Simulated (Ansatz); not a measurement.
Born–Oppenheimer molecular dynamics of C3H4AlF (9 atoms, charge 0, multiplicity 1). It starts at the highest image of a converged band, a first-order saddle point between two minima.

Level of theory: RKS B3LYP/def2-SVP (Ansatz).

```yaml
ensemble: NVE (velocity Verlet)
time_step: 0.5 fs
steps_asked: 200
starting_velocities_drawn_for: 100 K
seed: 9093
```

First frame:

```xyz
9
Properties=species:S:1:pos:R:3
F 1.838 1.560 0.895
C 0.863 0.715 0.608
C 1.046 -0.388 -0.183
C -0.266 -0.998 -0.317
Al -1.185 0.466 0.511
H 1.963 -0.657 -0.724
H -0.428 -1.875 -0.953
H -1.299 0.221 -1.199
H -2.444 0.911 1.346
```

(1) How far do the bonds stretch over the last three quarters of this one trajectory? (Pairs bonded in most of those frames.)

## Answers

(1) 
```tsv
bond	mean (Å)	spread (Å)	shortest	longest
F1–C2	1.311	0.016	1.28	1.34
C2–C3	1.420	0.016	1.39	1.44
C2–Al5	2.124	0.053	2.03	2.19
C3–C4	1.386	0.010	1.37	1.41
C3–H6	1.102	0.009	1.09	1.12
C4–Al5	2.098	0.109	1.94	2.26
C4–H7	1.101	0.009	1.08	1.12
Al5–H8	1.602	0.023	1.57	1.66
Al5–H9	1.615	0.016	1.59	1.65
```

Mean temperature of the second half: 586 K. The conserved energy stayed within 0.033 meV per atom of its start (net change -0.016 meV per atom), so the integration is sound. The kinetic energy rose, since the run started high on the potential surface and went downhill. A run of 0.1 ps of so small a system gives no equilibrium averages. The orbitals stay closed-shell, which can raise the energy where a bond breaks towards radicals; this wasn't checked here.

The run took 7.1 min on 2 threads of Arm Neoverse V2, on a shared host, peak memory 0.18 GiB.
